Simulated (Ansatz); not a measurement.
C3H6F2Si can be A, `F/C=C(\[SiH3])CF`, or B, `C[SiH2]/C(F)=C\F`.

Computed with Ansatz on PBE0-D4/def2-TZVP structures; ΔE is electronic, products minus reactants. CCSD(T)/CBS adds triple-zeta CCSD(T) − MP2 to the extrapolated MP2 energy (def2 sets, frozen cores). Double bonds are as drawn, so ΔE can hold a change between cis and trans. Functionals use def2-TZVPP. B3LYP here is the variant with VWN-RPA as its local correlation; programs differ in this. Each species was taken in one conformer, which may not be the lowest.

A:

Z-matrix (Å, degrees):
```
Si
C 1 1.873
H 1 1.488 2 107.2
H 1 1.484 2 111.0 3 118.9
H 1 1.484 2 111.0 3 -118.9
C 2 1.322 1 120.4 3 179.7
C 2 1.493 1 119.3 3 -0.3
F 6 1.341 2 121.1 1 0.0
H 6 1.083 2 126.7 1 -180.0
F 7 1.381 2 112.2 1 180.0
H 7 1.096 2 110.8 1 -59.8
H 7 1.096 2 110.8 1 59.8
```

B:

Z-matrix (Å, degrees):
```
C
Si 1 1.865
H 1 1.092 2 110.5
H 1 1.092 2 110.9 3 120.1
H 1 1.092 2 110.6 3 -119.7
C 2 1.879 1 109.4 3 -56.3
H 2 1.487 1 110.4 3 61.6
H 2 1.483 1 112.2 3 -175.8
C 6 1.326 2 129.4 1 -122.1
F 6 1.359 2 114.9 1 57.4
F 9 1.334 6 121.4 2 -0.4
H 9 1.084 6 124.7 2 179.6
```

Q: Which is lower in electronic energy at CCSD(T)/CBS, and by how much? (An estimate is asked.)

A: Ansatz gave: B, by 19.2 kJ/mol.

Q: Give E(B) − E(A) in kJ/mol with PBE0-D4, B3LYP, ωB97M-V, PBE-D4, B2PLYP, MP2/def2-TZVPP, CCSD/def2-TZVPP. (Best estimate.)

A: The calculation gave: PBE0-D4 -22.1, B3LYP -23.9, ωB97M-V -22.9, PBE-D4 -25.0, B2PLYP -20.9, MP2/def2-TZVPP -16.2, CCSD/def2-TZVPP -17.1. None reverses the order clearly.

Largest T1 diagnostic: 0.012.

From PBE to PBE0 (25 % exact exchange), in def2-TZVPP and without D4, E(B) − E(A) moves by +3.1 kJ/mol.
